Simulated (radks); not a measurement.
Results of a calculation; reference values are marked as such.
The technetium anion Tc- inside a hard spherical wall (all orbitals vanish at R), configuration held at [Kr] 4d6 5s2 and not refilled when levels cross. Level of theory: scalar-relativistic Kohn-Sham, LDA (Slater exchange, VWN5 correlation), spin-polarised, spherical densities, point nucleus; open shells are filled with parallel spins first (spin-orbit coupling, left out, can overturn this in heavy ions) (a radial shooting solver on a logarithmic mesh with Libxc functionals). Eigenvalues in eV for spin up, with the zero of energy where the potential of the charges vanishes at infinity; a dash marks a level that is unbound or too diffuse for the functional's potential to be trusted. A positive occupied level is held by the wall or, in an anion where self-interaction has pushed it up, behind a barrier. The pressure on the wall is -dE/dV.

| R (bohr) | E (hartree) | kinetic (hartree) | e(4s) | e(4p) | e(4d) | e(5s) | e(6s, empty) | e(5p, empty) | pressure (GPa) |
|---|---|---|---|---|---|---|---|---|---|
| 20 | -4281.45222 | 4419.636 | -65.846 | -38.034 | -0.122 | 0.079 | 2.090 | 2.114 | 0.000435 |
| 15 | -4281.45155 | 4419.637 | -65.676 | -37.865 | 0.038 | 0.198 | 2.982 | 2.582 | 0.00295 |
| 12 | -4281.44963 | 4419.646 | -65.470 | -37.658 | 0.239 | 0.360 | 4.168 | 3.002 | 0.0208 |
| 8 | -4281.42553 | 4419.752 | -64.391 | -36.578 | 1.264 | 1.270 | 9.420 | 4.642 | 0.673 |
| 3.5 | -4279.83815 | 4425.277 | -48.908 | -21.643 | 15.703 | 22.070 | 84.682 | 32.163 | 396 |
| 2.5 | -4274.31246 | 4443.681 | -27.310 | -0.331 | 40.265 | 72.726 | 217.93 | 91.314 | 4660 |
| 2 | -4262.84685 | 4479.614 | 0.985 | 29.837 | 76.545 | 157.24 | 405.10 | 182.92 | 22900 |
| 1.5 | -4221.68893 | 4593.800 | 79.960 | 116.35 | 176.45 | 398.54 | 882.25 | 431.78 | 161000 |
